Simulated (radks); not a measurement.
The numbers below are computed, except where a source is named.
The praseodymium ion Pr+, 58 electrons, occupied as [Xe] 4f3 6s1 (the NIST ground configuration). Code: a radial shooting solver on a logarithmic mesh with Libxc functionals. Model: Dirac Kohn-Sham, PBE, spin-unpolarised, spherical densities, point nucleus; open shells fill j = l - 1/2 first.

Radial electron density D(r) = 4 pi r^2 rho(r):

```
   r/bohr * D(r) (the largest magnitude, 102, reaches the edge; | marks zero)
0.0008514 |*
0.0009912 | *
 0.001154 | *
 0.001343 |  *
 0.001576 |  *
 0.001835 |   *
 0.002137 |     *
 0.002487 |      *
 0.002896 |        *
 0.003371 |          *
 0.003924 |             *
 0.004568 |               *
 0.005361 |                   *
 0.006241 |                       *
 0.007266 |                           *
 0.008459 |                               *
 0.009847 |                                   *
  0.01146 |                                      *
  0.01335 |                                        *
  0.01554 |                                          *
  0.01823 |                                          *
  0.02123 |                                         *
  0.02471 |                                       *
  0.02877 |                                     *
  0.03349 |                                     *
  0.03899 |                                      *
  0.04539 |                                         *
  0.05284 |                                              *
    0.062 |                                                    *
  0.07218 |                                                      *
  0.08403 |                                                     *
  0.09783 |                                                *
   0.1139 |                                           *
   0.1326 |                                        *
   0.1543 |                                         *
   0.1797 |                                            *
   0.2109 |                                               *
   0.2455 |                                           *
   0.2858 |                                  *
   0.3327 |                        *
   0.3873 |                  *
   0.4509 |                 *
   0.5249 |                   *
   0.6111 |                    *
   0.7171 |                 *
   0.8348 |            *
   0.9718 |        *
    1.131 |     *
    1.317 |    *
    1.533 |   *
    1.785 |  *
    2.078 | *
    2.439 |*
    2.839 |*
    3.305 *
    3.848 *
    4.479 *
    5.214 *
     6.07 *
    7.067 *
    8.293 *
    9.655 *
    11.24 *
```

D(r) has 4 maxima, at r = 0.0168, 0.0745, 0.209, 0.582 bohr, and minima at 0.0327, 0.138, 0.423 bohr, inside which lie 2.02, 11.20, 29.07 electrons.
